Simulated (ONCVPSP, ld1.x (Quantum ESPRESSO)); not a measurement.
**Potentials for beryllium (Be) compared**

Generated with ld1.x 7.5 (TM, RRKJ, ultrasoft, PAW), atompaw 4.2 or ONCVPSP 4.0.1. The cutoff is in Ry: for ld1.x and atompaw files where the sum of valence levels is converged to 10 mRy in a Bessel basis, for ONCV files where the hardest occupied wave has 1 mHa per electron of residual kinetic energy. The error is the largest all-electron minus pseudo excitation energy over each file’s own four to seven test configurations (ionisations up to +4, promotions, holes and added fractions of an electron), all of which were solved. The labels leave out finer settings (local radius, basis sizes, second energies), which also bear on the numbers. Spin-polarised tests are not counted. The rows are a selection from randomly drawn settings: files with unsolved tests, undetermined cutoffs or missed reference levels are left out.

| potential | cutoff (Ry) | largest error (meV) | bound ghosts |
| --- | --- | --- | --- |
| ONCV, LDA (Perdew-Wang 92), scalar-relativistic, rc 0.50/0.55/0.50 (spd), local smoothed, core correction no, reference 1s2, qcut 18.7/17.3/19.8, projectors 2/2/1 | 329 | +1.1 | none |
| RRKJ, PBE, scalar-relativistic, rc 1.70/2.80/3.00 (spd), local smoothed, core correction no, reference 2s0.5 2p0 | 12 | +181 | none |
| ONCV, PBEsol, scalar-relativistic, rc 0.75/4.00 (sp), local smoothed, core correction no, reference 1s2 2s1.5 2p0.5, qcut 20.1/3.1, projectors 2/2 | 239 | +113 | none |
| ONCV, PBE, scalar-relativistic, rc 0.70/0.65/0.70 (spd), local smoothed, core correction no, reference 1s2 2s1, qcut 19.6/14.8/12.6, projectors 2/2/1 | 263 | +422 | none |
| ONCV, PBE, scalar-relativistic, rc 0.70/0.65/0.65 (spd), local p, core correction no, reference 1s2 2s1, qcut 17.1/14.7/12.3, projectors 2/0/2 | 216 | +1.3 | none |

Task: Fill in the row for Be: ONCV, revPBE, scalar-relativistic, rc 0.85/4.00/4.20 (spd), local smoothed, core correction no, reference 1s2 2s1.5 2p0.5, qcut 16.5/2.7/2.1, projectors 2/3/1.

Result: cutoff 172 Ry, largest error +168 meV, bound ghosts: none.
